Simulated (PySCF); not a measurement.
Assignment exercise: C₈H₂₀Si

Cartesian coordinates in Å; atom numbers follow the order of the lines, from 1:
```xyz
29

Si   -0.006    0.005    0.001
C     0.034   -0.019    1.894
C     0.617   -1.290    2.505
H    -0.997    0.141    2.257
H     0.602    0.863    2.237
H     0.613   -1.262    3.607
H     0.051   -2.185    2.201
H     1.661   -1.451    2.191
C     1.768   -0.016   -0.658
C     1.895    0.071   -2.176
H     2.259   -0.933   -0.285
H     2.312    0.820   -0.181
H     2.946    0.064   -2.507
H     1.393   -0.773   -2.676
H     1.438    0.994   -2.569
C    -0.890    1.574   -0.586
C    -0.181    2.878   -0.229
H    -1.910    1.566   -0.163
H    -1.027    1.500   -1.680
H    -0.735    3.762   -0.583
H    -0.057    2.988    0.860
H     0.826    2.926   -0.674
C    -0.932   -1.516   -0.644
C    -2.347   -1.689   -0.099
H    -0.321   -2.407   -0.415
H    -0.955   -1.452   -1.746
H    -2.836   -2.595   -0.493
H    -2.353   -1.771    1.000
H    -2.990   -0.834   -0.360
```

No solvent, one conformer, rapidly exchanging positions averaged, relativity neglected. Shieldings: GIAO KT2/pcSseg-1; geometry from PBE0-D3(BJ)/def2-SVP; PySCF 2.14.

Scale: TMS for 13C (σref 183.22) and 1H (σref 31.18) (reference shieldings calculated alike).

Task: Assign these signals to the numbered atoms. 13C{1H} NMR (computed): δ 9.5, 5.6.

Result: 
```tsv
δ (ppm)	atoms	environment	reason
9.5	C3/C10/C17/C24	carbon bonded to C, 3 H	–
5.6	C2/C9/C16/C23	carbon bonded to C, Si, 2 H	–
```

Task: Assign these signals to the numbered atoms. 1H NMR (400 MHz, computed): δ 0.96 (t, 12H), 0.58 (q, 8H).

Result: 
0.96 → H6/H7/H8/H13/H14/H15/H20/H21/H22/H27/H28/H29, hydrogen on a carbon bonded to C
0.58 → H4/H5/H11/H12/H18/H19/H25/H26, hydrogen on a carbon bonded to C, Si

Shifts are as computed. Against solution values, carbons near 30 ppm lie about +2 ppm off and those near 130 ppm about -5 ppm. Of 1313 compounds with measured shifts, 239 miss one by over three times the rms of a fit or turn the order of signals round; such compounds aren't used in these exercises. No couplings were computed; multiplicities are counted from neighbouring protons, with m where these are inequivalent, close in shift, in a saturated or five-membered ring or joined by F or P, and br s for small geminal =CH2 splittings.
